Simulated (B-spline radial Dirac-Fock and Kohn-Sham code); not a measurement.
Characteristic X-ray lines: Tl⁵⁸⁺

System: Tl⁵⁸⁺, [Ar] 3d5.

Calculated with a B-spline atomic structure program, using Dirac-Fock (average of configuration) total-energy differences with a finite nucleus, the Breit interaction including its frequency dependence, and self-energy and vacuum-polarisation corrections. A line energy is the difference of two single-hole energies; the list is a selection of electric-dipole transitions between resolved j subshells. Correlation and solid-state effects are left out.

| line | energy (eV) | wavelength (Å) |
| --- | --- | --- |
| Kβ1 | 83112.0 | 0.14918 |
| Kβ3 | 82599.4 | 0.15010 |
| Kα1 | 72979.1 | 0.16989 |
| Kα2 | 70913.5 | 0.17484 |
| Lβ3 | 12822.9 | 0.96689 |
| Lβ4 | 12310.3 | 1.0072 |
| Lη | 11421.7 | 1.0855 |
| Lℓ | 9356.2 | 1.3252 |
